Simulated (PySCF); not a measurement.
**Krypton: a sound run and one with changed settings**

Sound run: Kr²⁺ [Ar] 3d10 4s2 4p4, Kr³⁺ [Ar] 3d10 4s2 4p3. Calculation: PySCF 2.14, in cc-pVDZ-PP with ECP10MDF (4s3p2d, 23 functions); a scalar-relativistic core potential. In the sound run the correlated levels freeze 3s2 3p6 3d10 outside the core potential. The sound run starts from symmetry-adapted Hartree-Fock orbitals and uses a fine grid where one is needed.

Changed run: initial guess minao, at most 50 SCF cycles, level shift 0.5 hartree.

| species | method | sound run (hartree) | changed run (hartree) | converged |
| --- | --- | --- | --- | --- |
| Kr²⁺ | UHF | -460.84097 | -460.84097 | yes |
| Kr²⁺ | PBE0 | -462.11256 | -462.11256 | yes |
| Kr²⁺ | B3LYP | -462.20845 | -462.20845 | yes |
| Kr²⁺ | MP2 | -460.91384 | -460.89454 | yes |
| Kr²⁺ | CCSD(T) | -460.92972 | -460.92972 | yes |
| Kr³⁺ | UHF | -459.58275 | -459.58275 | yes |
| Kr³⁺ | PBE0 | -460.81081 | -460.81081 | yes |
| Kr³⁺ | B3LYP | -460.89960 | -460.89960 | yes |
| Kr³⁺ | MP2 | -459.64112 | -459.62533 | yes |
| Kr³⁺ | CCSD(T) | -459.65610 | -459.65610 | yes |

Ionisation energy of Kr²⁺:

| method | sound run (eV) | changed run (eV) |
| --- | --- | --- |
| UHF | 34.238 | 34.238 |
| PBE0 | 35.422 | 35.422 |
| B3LYP | 35.615 | 35.615 |
| MP2 | 34.632 | 34.537 |
| SCS-MP2 | 34.640 | 34.546 |
| CCSD | 34.650 | 34.650 |
| CCSD(T) | 34.657 | 34.657 |

A level shift leaves the converged SCF energy unchanged but raises the virtual orbital energies, which shrinks MP2 if it is not removed.

For comparison, NIST gives 35.838 ± 0.02 eV between the lowest levels.
